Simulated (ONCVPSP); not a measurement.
Ranking ONCV potentials for Ti (Z = 22)

All share these settings but for the change named:

ONCVPSP 4.0.1 input, shortened (lines: element, Z, core and valence counts, functional; n l f; lmax; l rc ep ncon nbas qcut; lloc lpopt rc5 dvloc0; l nproj debl; icmod fcfact rcfact), LDA (Perdew-Zunger), scalar-relativistic:

```
  Ti 22.00    3    4        3      upf
    1    0    2.00
    2    0    2.00
    2    1    6.00
    3    0    2.00
    3    1    6.00
    3    2    2.00
    4    0    1.00
    2
    0    1.75    0.00    3    6    6.20
    1    1.20    0.00    3    7    5.50
    2    1.80    0.00    4    9    9.40
    4    5    1.05    3.00
    0    2    3.50
    1    1    3.50
    2    2    1.40
    3    2.25    1.40
```

Test errors are all-electron minus pseudo excitation energies from the reference, over 3s2 3p6 3d2 4s2; 3s2 3p6 3d2 4s0; 3s2 3p6 3d1 4s0; 3s2 3p5 3d2 4s2. None of these files shows a bound ghost.

The base gives 53.9 meV.

Of 7 variants that were run, those that failed, showed a ghost or another fault, or gave nearly equal values are left out.

A variant can come out equal or close to the base, since the largest error may sit in a test that the change hardly touches while other tests move.

**Question.** Rank these variants by their largest absolute test error, smallest first.
A. p: rc 0.84; local potential polynomial inside 0.84 bohr (lpopt 5, dvloc0 3 Ha)
B. p: rc 1.46
C. p: rc 1.62

**Answer.** C (38.9 meV), B (46.8 meV), A (56.3 meV).
